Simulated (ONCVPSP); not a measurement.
# Configuration tests for arsenic (ONCV)

* Element: arsenic (As)
* Generator: ONCVPSP 4.0.1
* Type: optimised norm-conserving Vanderbilt (ONCV)
* Functional: PBEsol
* Relativity: scalar-relativistic
* Frozen core: [Ne]
* Valence charge: 23
* Reference configuration: 3s2 3p6 3d10 4s2 4p2.5 (charge +0.5)
* Partial waves: 3s+4s: rc 0.95 bohr, ncon 4, nbas 8, qcut 10 1/bohr, 2 projectors; 3p+4p: rc 1.00 bohr, ncon 5, nbas 8, qcut 16.4 1/bohr, 2 projectors; 3d: rc 1.00 bohr, ncon 4, nbas 9, qcut 17.9 1/bohr, 3 projectors, debl 0.9 Ha
* Local potential: polynomial inside 0.90 bohr (lpopt 2, dvloc0 0 Ha)
* Core correction: none

In the d channel the program set the typed energies aside and used -1.664, 0.250, 1.150 Ha.

Energies are relative to the spin-unpolarised reference configuration 3s2 3p6 3d10 4s2 4p2.5; without spin polarisation the order of configurations can differ from experiment.

```
valence configuration  charge  ΔE all-electron (eV)  error AE − PS (meV)
 3s2 3p6 3d10 4s2 4p3       0                -3.558                 +0.3
 3s2 3p6 3d10 4s2 4p1      +2                23.542                 -2.1
```

What are ΔE and the potential's error for 3s1 3p6 3d10 4s2 4p3?

ΔE = 197.318 eV all-electron; the error (AE − PS) is -286 meV.

What are ΔE and the potential's error for 3s2 3p6 3d10 4s2 4p2?

ΔE = 5.600 eV all-electron; the error (AE − PS) is -0.5 meV.

Levels in the configuration 3s2 3p6 3d10 4s2 4p1:

| level | all-electron (eV) | pseudo (eV) |
| --- | --- | --- |
| 3s | -211.289 | -211.294 |
| 3p | -154.845 | -154.844 |
| 3d | -61.957 | -61.960 |
| 4s | -33.491 | -33.490 |
| 4p | -22.697 | -22.695 |
